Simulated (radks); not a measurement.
Results of a calculation; reference values are marked as such.
Valence configurations of Ag II (all share [Kr]). Code: a radial shooting solver on a logarithmic mesh with Libxc functionals. Model: Dirac Kohn-Sham, PBEsol, spin-unpolarised, spherical densities, point nucleus; open shells fill j = l - 1/2 first. Energies are relative to 4d10; eigenvalues in eV.

valence,E (eV),e(4d3/2),e(4d5/2),e(5p1/2),e(5p3/2),e(5s1/2)
4d10,0.000,-15.986,-15.418,-,-,-
4d9.5 5s0.5,2.335,-17.763,-17.176,-,-,-12.010
4d9.5 5p0.5,4.892,-18.471,-17.882,-7.333,-,-
4d9 5s1,5.176,-19.599,-18.993,-,-,-12.782
4d9 5p1,10.557,-20.957,-20.346,-8.226,-,-
4d8 5p2,24.320,-25.926,-25.272,-9.829,-,-
4d7 5p3,42.003,-31.087,-30.389,-11.360,-10.856,-
4d5 5s2 5p3,72.152,-39.150,-38.371,-13.047,-12.406,-20.544

NIST lists [Kr] 4d10 as the ground configuration; this level of theory agrees among the configurations tried. The energies are those of spherical spin-averaged densities, not of single terms.
